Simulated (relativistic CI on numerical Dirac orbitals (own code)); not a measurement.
**Forbidden transitions in Tm⁴¹⁺**

Method of calculation: Dirac-Coulomb-Breit CI, KLI orbitals optimised for each configuration, model QED (radiative potential, 1s self-energy scaled to tabulated hydrogen-like ionisation energies), unscaled Slater integrals (own radial code, finite nucleus).

Configurations in the expansion (outside the closed core [Ne]): 3s2 3p6 3d10, 3s2 3p6 3d9 4s, 3s2 3p6 3d9 4p, 3s2 3p6 3d9 4d, 3s2 3p5 3d10 4s, 3s2 3p6 3d9 4f, 3s2 3p5 3d10 4p, 3s2 3p6 3d8 4s2, 3s2 3p5 3d10 4d, 3s2 3p6 3d8 4s 4p, 3s 3p6 3d10 4s, 3s2 3p6 3d9 5s, 3s2 3p6 3d8 4p2, 3s2 3p6 3d8 4s 4d, 3s2 3p5 3d10 4f, 3s2 3p6 3d9 5p, 3s 3p6 3d10 4p, 3s2 3p6 3d9 5d, 3s2 3p5 3d9 4s2, 3s2 3p6 3d8 4p 4d, 3s2 3p6 3d9 5f, 3s2 3p6 3d9 5g, 3s2 3p5 3d9 4s 4p, 3s 3p6 3d10 4d, 3s2 3p6 3d8 4d2, 3s2 3p5 3d9 4p2, 3s2 3p5 3d9 4s 4d, 3s 3p6 3d10 4f, 3s2 3p6 3d9 6s, 3s 3p6 3d9 4s2, 3s2 3p5 3d10 5s, 3s2 3p6 3d9 6p, 3s2 3p4 3d10 4s2, 3s2 3p5 3d9 4p 4d, 3s2 3p6 3d9 6d, 3s2 3p5 3d10 5p. Levels of other configurations are missing.

```csv
λ vac (nm),Lower,Upper,Type,A (s⁻¹),E lower (Ry),E upper (Ry)
0.51226,3s2 3p6 3d10 1S_0 [1],3s 3p6 3d10 4d 1D_2 [177],E2,9.70e+10,0.000,177.891
0.52802,3s2 3p6 3d10 1S_0 [1],3s2 3p5 3d10 4f 3F_2 [158],E2,3.59e+11,0.000,172.582
0.57982,3s2 3p6 3d10 1S_0 [1],3s2 3p5 3d10 4f 1D_2 [91],E2,3.35e+11,0.000,157.164
0.77857,3s2 3p6 3d10 1S_0 [1],3s2 3p6 3d9 4d 1D_2 [25],E2,1.39e+10,0.000,117.044
0.89579,3s2 3p6 3d9 4s 3D_2 [5],3s2 3p6 3d8 4s2 1S_0 [245],E2,6.38e+09,98.028,199.755
0.90371,3s2 3p6 3d9 4s 3D_3 [2],3s2 3p6 3d8 4s2 1G_4 [230],E2,5.82e+08,94.479,195.316
0.90419,3s2 3p6 3d9 4s 3D_3 [2],3s2 3p6 3d8 4s2 3P_1 [229],E2,2.96e+09,94.479,195.262
0.90481,3s2 3p6 3d9 4s 1D_2 [3],3s2 3p6 3d8 4s2 1G_4 [230],E2,2.46e+09,94.602,195.316
0.90731,3s2 3p6 3d9 4s 3D_3 [2],3s2 3p6 3d8 4s2 3P_2 [228],E2,2.67e+09,94.479,194.916
0.90799,3s2 3p6 3d9 4p 3F°_3 [7],3s2 3p6 3d8 4s 4p 3H°_5 [255],E2,2.72e+09,100.797,201.158
0.90979,3s2 3p6 3d9 4s 3D_1 [4],3s2 3p6 3d8 4s2 3F_2 [239],E2,1.39e+09,97.946,198.108
0.91053,3s2 3p6 3d9 4s 3D_2 [5],3s2 3p6 3d8 4s2 3F_2 [239],E2,4.61e+09,98.028,198.108
0.91133,3s2 3p6 3d9 4p 3D°_3 [13],3s2 3p6 3d8 4s 4p 3G°_5 [308],E2,1.48e+09,106.278,206.271
0.91145,3s2 3p6 3d9 4p 3F°_4 [10],3s2 3p6 3d8 4s 4p 3H°_6 [302],E2,2.71e+09,105.935,205.915
0.91293,3s2 3p6 3d9 4s 3D_3 [2],3s2 3p6 3d8 4s2 3F_3 [227],E2,1.80e+09,94.479,194.297
0.91406,3s2 3p6 3d9 4s 1D_2 [3],3s2 3p6 3d8 4s2 3F_3 [227],E2,1.29e+09,94.602,194.297
0.91611,3s2 3p6 3d9 4p 3F°_3 [16],3s2 3p6 3d8 4s 4p 3F°_4 [338],E2,2.87e+09,109.501,208.973
0.91778,3s2 3p6 3d9 4p 3D°_2 [17],3s2 3p6 3d8 4s 4p 3F°_4 [338],E2,1.15e+09,109.683,208.973
0.91998,3s2 3p6 3d9 4p 3F°_4 [10],3s2 3p6 3d8 4s 4p 5G°_5 [288],E2,1.94e+09,105.935,204.988
0.92780,3s2 3p6 3d9 4s 1D_2 [3],3s2 3p6 3d8 4s2 3P_0 [223],E2,6.32e+09,94.602,192.821
0.92960,3s2 3p6 3d10 1S_0 [1],3s2 3p6 3d9 4s 3D_2 [5],E2,2.54e+09,0.000,98.028
0.93033,3s2 3p6 3d9 4p 3F°_3 [7],3s2 3p6 3d8 4s 4p 3P°_1 [241],E2,2.24e+09,100.797,198.747
0.93640,3s2 3p6 3d9 4s 3D_1 [4],3s2 3p6 3d8 4s2 3P_1 [229],E2,2.79e+09,97.946,195.262
0.93667,3s2 3p6 3d9 4s 3D_2 [5],3s2 3p6 3d8 4s2 1G_4 [230],E2,3.22e+09,98.028,195.316
0.93875,3s2 3p6 3d9 4s 3D_3 [2],3s2 3p6 3d8 4s2 1D_2 [217],E2,1.07e+09,94.479,191.551
0.93975,3s2 3p6 3d9 4s 3D_1 [4],3s2 3p6 3d8 4s2 3P_2 [228],E2,2.49e+09,97.946,194.916
0.93994,3s2 3p6 3d9 4s 1D_2 [3],3s2 3p6 3d8 4s2 1D_2 [217],E2,4.95e+09,94.602,191.551
0.94168,3s2 3p6 3d9 4p 3F°_3 [16],3s2 3p6 3d8 4s 4p 3G°_5 [308],E2,1.57e+09,109.501,206.271
0.94209,3s2 3p6 3d9 4p 3P°_2 [6],3s2 3p6 3d8 4s 4p 3D°_1 [237],E2,3.38e+09,100.713,197.441
0.94253,3s2 3p6 3d9 4p 3F°_3 [7],3s2 3p6 3d8 4s 4p 3F°_2 [238],E2,3.50e+09,100.797,197.480
0.94315,3s2 3p6 3d9 4p 3F°_3 [7],3s2 3p6 3d8 4s 4p 3D°_3 [236],E2,1.68e+09,100.797,197.417
0.94456,3s2 3p6 3d9 4s 3D_3 [2],3s2 3p6 3d8 4s2 3F_4 [216],E2,4.36e+09,94.479,190.955
0.94576,3s2 3p6 3d9 4s 1D_2 [3],3s2 3p6 3d8 4s2 3F_4 [216],E2,1.57e+09,94.602,190.955
0.94578,3s2 3p6 3d9 4s 3D_1 [4],3s2 3p6 3d8 4s2 3F_3 [227],E2,1.18e+09,97.946,194.297
0.94658,3s2 3p6 3d9 4s 3D_2 [5],3s2 3p6 3d8 4s2 3F_3 [227],E2,1.69e+09,98.028,194.297
0.94668,3s2 3p6 3d9 4p 3P°_2 [6],3s2 3p6 3d8 4s 4p 3D°_2 [235],E2,2.19e+09,100.713,196.972
0.94760,3s2 3p6 3d9 4p 3P°_2 [6],3s2 3p6 3d8 4s 4p 3D°_3 [234],E2,4.97e+09,100.713,196.879
0.94811,3s2 3p6 3d9 4p 3D°_3 [13],3s2 3p6 3d8 4s 4p 3F°_4 [268],E2,1.38e+09,106.278,202.391
0.94882,3s2 3p6 3d9 4p 3F°_3 [7],3s2 3p6 3d8 4s 4p 3G°_4 [233],E2,4.60e+09,100.797,196.838
0.94957,3s2 3p6 3d9 4p 3F°_3 [7],3s2 3p6 3d8 4s 4p 3G°_5 [232],E2,3.25e+08,100.797,196.763
0.95110,3s2 3p6 3d9 4p 3F°_4 [10],3s2 3p6 3d8 4s 4p 5F°_5 [262],E2,1.98e+09,105.935,201.747
0.95337,3s2 3p6 3d9 4p 3P°_2 [6],3s2 3p6 3d8 4s 4p 5D°_4 [231],E2,5.83e+08,100.713,196.296
0.95351,3s2 3p6 3d9 4p 3F°_4 [10],3s2 3p6 3d8 4s 4p 5G°_6 [261],E2,3.26e+08,105.935,201.505
0.95421,3s2 3p6 3d9 4p 3F°_3 [7],3s2 3p6 3d8 4s 4p 5D°_4 [231],E2,6.14e+08,100.797,196.296
0.96326,3s2 3p6 3d10 1S_0 [1],3s2 3p6 3d9 4s 1D_2 [3],E2,3.30e+09,0.000,94.602
```

Terms are leading LS components. Brackets give the number of a level in order of energy, since labels repeat. The list gives strong lines, with weight on those to low levels, among the lowest 400 of 2285 levels, so that lines to higher ones, which can be the strongest, are missing. Levels whose partners in the same complex of configurations lie outside the list can be far off, and so can their lines. Rates are taken at the computed energies, electric ones in the length gauge.

At this charge energies of transitions that change n are usually good to better than 1 %, and those within a shell (Δn = 0) to a few per cent.

LS names give the leading component of a level, which can be under half, so a name can repeat, a term be missing and a line seem to break the LS rules.
